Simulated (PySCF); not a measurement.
Excitation energy of Tc⁺ by level of theory

Tc⁺ [Kr] 4d5 5s1 (7S) → Tc⁺ [Kr] 4d5 5p1 (7P), as a difference of total energies. Computed with PySCF 2.14 in dyall-av2z (22s15p11d2f, 136 functions), with no relativity, point nucleus. Correlated levels: valence: [Kr] frozen; virtual orbitals above 40 to 60 times the deepest correlated orbital energy dropped. The calculations carry no spin-orbit coupling.

```json
{"method": "UHF", "excitation energy (cm⁻¹)": "32810"}
{"method": "LDA", "excitation energy (cm⁻¹)": "35676"}
{"method": "PBE", "excitation energy (cm⁻¹)": "34735"}
{"method": "PBE0", "excitation energy (cm⁻¹)": "34379"}
{"method": "r2SCAN", "excitation energy (cm⁻¹)": "35257"}
{"method": "BP86", "excitation energy (cm⁻¹)": "34911"}
{"method": "revPBE", "excitation energy (cm⁻¹)": "34403"}
{"method": "PBEsol", "excitation energy (cm⁻¹)": "35039"}
{"method": "MP2 (valence)", "excitation energy (cm⁻¹)": "34081"}
{"method": "SCS-MP2 (valence)", "excitation energy (cm⁻¹)": "33234"}
```

A first-order spin-orbit estimate (lowest level to lowest level, LS coupling) adds -0.069 eV.
